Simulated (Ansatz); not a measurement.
Z-matrix (Å, degrees):
```
N
As 1 1.841
H 1 1.011 2 115.3
H 1 1.012 2 111.4 3 124.7
Te 2 2.615 1 106.7 3 -43.5
H 2 1.520 1 94.1 3 50.5
H 5 1.659 2 94.8 1 63.4
```

The species carries charge 0 and has multiplicity 1. Te takes the def2 core potential.

(1) List the PBE/def2-TZVPP orbital energies in eV (Ansatz 0.2.0). (Best estimate.)

Results:

(1) Ansatz gave: Occupied: -11541.53, -1448.16, -1295.30, -1295.28, -1295.25, -380.67, -183.71, -164.16, -132.14, -132.09, -131.96, -114.54, -114.45, -114.25, -41.62, -41.60, -41.51, -41.48, -41.44, -40.63, -40.61, -40.42, -40.35, -40.32, -21.60, -16.27, -14.51, -12.31, -9.95, -9.23, -8.03, -6.82, -6.08, -5.31. Lowest empty: -1.83, -1.25, -0.86, 0.54, 1.08, 1.68, 2.93, 3.14.
